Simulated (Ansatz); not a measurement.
System: C₄H₃O₂, charge 0, multiplicity 2. It need not be the lowest isomer of its formula. SMILES: [O]c1ccco1
Structure (B3LYP-D3(BJ)/def2-TZVP (Ansatz, an electronic-structure program) minimum search):
```xyz
9

O      1.9006    -0.6054    -0.2355
C      0.7873    -0.1734    -0.1163
C      0.1875     1.1252    -0.3104
C     -1.1596     1.0256    -0.0153
C     -1.3963    -0.2914     0.3514
O     -0.2824    -1.0343     0.3074
H      0.7469     1.9867    -0.6317
H     -1.9036     1.8038    -0.0543
H     -2.3028    -0.7892     0.6544
```
Charge 0, spin multiplicity 2.

Atomisation energy built up term by term with Ansatz (kcal/mol; UHF references for open shells; valence terms freeze the core; atomic spin-orbit terms are left out). CBS(X,Y): correlation extrapolated as X^-3; Hartree-Fock from the larger set.

The UHF reference is spin-contaminated (<S^2> 0.21 over the pure value in the largest basis). 

| term | basis | kcal/mol |
|---|---|---|
| Hartree-Fock | cc-pVQZ | 714.60 |
| CCSD correlation | CBS(cc-pVTZ,cc-pVQZ) | 277.44 |
| (T) | CBS(cc-pVTZ,cc-pVQZ) | 26.38 |
| core correlation | cc-pwCVTZ | 5.06 |
| scalar relativity (X2C) | cc-pVTZ-DK against cc-pVTZ | -1.07 |
| sum: De |  | 1022.4 |

(T) makes 2.6 % of the CCSD(T) atomisation energy; under 5 % is typical of single-reference molecules.
